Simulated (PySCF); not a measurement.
**F²⁺: ionisation energy**

F²⁺ [He] 2s2 2p3 (4S) → F³⁺ [He] 2s2 2p2 (3P), as a difference of total energies. Computed with PySCF 2.14 in dyall-av3z (15s9p3d2f, 71 functions), with the non-relativistic Hamiltonian (point nucleus). Correlated levels: valence: 1s2 frozen; virtual orbitals above 40 to 60 times the deepest correlated orbital energy dropped. The calculations carry no spin-orbit coupling.

```csv
method,ionisation energy (eV),plus first-order spin-orbit estimate,difference from reference of that sum (eV)
UHF,62.259,62.205,-0.503
MP2 (valence),62.850,62.796,+0.088
SCS-MP2 (valence),62.584,62.530,-0.178
CCSD (valence),62.626,62.572,-0.136
CCSD(T) (valence),62.629,62.575,-0.133
```

Reference: 62.708 eV (semi-empirical (NIST evaluation); NIST Atomic Spectra Database, ionization energies).

A first-order spin-orbit estimate (lowest level to lowest level, LS coupling) adds -0.054 eV.

Errors of the correlated levels include the incompleteness of this basis and the frozen core.
